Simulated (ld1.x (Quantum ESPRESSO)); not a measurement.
# O, PAW: configuration errors across variants

ld1.x (Quantum ESPRESSO) 7.5 input, shortened:

```
&input
   title='O', zed=8., rel=1, dft='PBE', iswitch=3,
   config='[He] 2s2 2p2 3d-2'
 /
 &inputp
   pseudotype=3, lpaw=.true., tm=.true., lloc=-2, rcloc=0.75,
   nlcc=.true., new_core_ps=.true.,
   which_augfun='PSQ', rmatch_augfun_nc=.true.
 /
6
2S  1  0   2.00   0.00  0.55  0.60  0.0
2S  1  0   0.00  -1.65  0.55  0.60  0.0
2P  2  1   2.00   0.00  1.50  1.70  0.0
2P  2  1   0.00   0.40  1.50  1.70  0.0
3D  3  2  -2.00   0.35  1.25  1.40  0.0
3D  3  2  -2.00   1.35  1.25  1.40  0.0
 &test
   configts(1)='2s2 2p2'
 /
```

All-electron excitation energies from the reference (eV): (1) 2s2 2p3 -33.586; (2) 2s2 2p3.5 -43.731; (3) 2s0 2p6 -20.080.

The overlap operator is not positive definite (basis up to 400 Ry) in “base”. Such files are unfit for use, however small their errors in these radial tests.

Tests that are not counted but printed errors over 1 eV. “base”: 2s2 2p4.3 (solver errors, printed error -372 eV); 2s2 2p4 (solver errors, printed error -348 eV); 2 more. “waves 2p (bound): rcut 1.10, rcutus 1.16 bohr; 2p channel at 0.4 Ry: rcut 1.10, rcutus 1.16 bohr”: 2s2 2p4 (solver errors, printed error -373 eV); 2s2 2p4.3 (solver errors, printed error -388 eV). “waves 2p (bound): rcut 1.20, rcutus 1.28 bohr; 2p channel at 0.4 Ry: rcut 1.20, rcutus 1.28 bohr”: 2s2 2p4 (solver errors, printed error -374 eV); 2s2 2p4.3 (solver errors, printed error -388 eV). “waves 2p (bound): rcut 1.42, rcutus 1.50 bohr; 2p channel at 0.4 Ry: rcut 1.42, rcutus 1.50 bohr”: 2s2 2p4 (solver errors, printed error -334 eV); 2s2 2p4.3 (solver errors, printed error -360 eV). “waves 2p (bound): rcut 1.50, rcutus 1.86 bohr; 2p channel at 0.4 Ry: rcut 1.50, rcutus 1.86 bohr”: 2s2 2p4 (solver errors, printed error -363 eV); 2s2 2p4.3 (solver errors, printed error -376 eV).

A true bound ghost makes a file unfit for plane-wave use even where its test errors are small: the radial tests pick states by their node count and pass the ghost by. Where a test does run into it, the solver fails or the error is huge.

Errors AE − PS in meV (a dash: test not solved or not reliable):

```csv
change,(1),(2),(3),bound ghosts
base,-377,-420,+495,"s (p not tested, overlap not positive)"
"waves 2p (bound): rcut 1.10, rcutus 1.16 bohr; 2p channel at 0.4 Ry: rcut 1.10, rcutus 1.16 bohr",+0.9,+1.1,-1.3,s
"waves 2p (bound): rcut 1.20, rcutus 1.28 bohr; 2p channel at 0.4 Ry: rcut 1.20, rcutus 1.28 bohr",+0.3,+0.4,-2.0,s
"waves 2p (bound): rcut 1.42, rcutus 1.50 bohr; 2p channel at 0.4 Ry: rcut 1.42, rcutus 1.50 bohr",-32,-65,+22,s
"waves 2p (bound): rcut 1.50, rcutus 1.86 bohr; 2p channel at 0.4 Ry: rcut 1.50, rcutus 1.86 bohr",-6.3,-8.7,-11,s
"waves 2p (bound): rcut 1.50, rcutus 1.96 bohr; 2p channel at 0.4 Ry: rcut 1.50, rcutus 1.96 bohr",-7.5,-10,-12,s
"waves 2p (bound): rcut 1.50, rcutus 2.14 bohr; 2p channel at 0.4 Ry: rcut 1.50, rcutus 2.14 bohr",-9.4,-11,-12,s
"waves 2p (bound): rcut 1.50, rcutus 2.32 bohr; 2p channel at 0.4 Ry: rcut 1.50, rcutus 2.32 bohr",-9.9,-9.1,-6.0,s
"waves 2p (bound): rcut 1.50, rcutus 2.50 bohr; 2p channel at 0.4 Ry: rcut 1.50, rcutus 2.50 bohr",–,–,–,s
```

Q: Give the same row for: waves 2p (bound): rcut 1.50, rcutus 1.60 bohr; 2p channel at 0.4 Ry: rcut 1.50, rcutus 1.60 bohr.

A: –, –, –; bound ghosts: s.
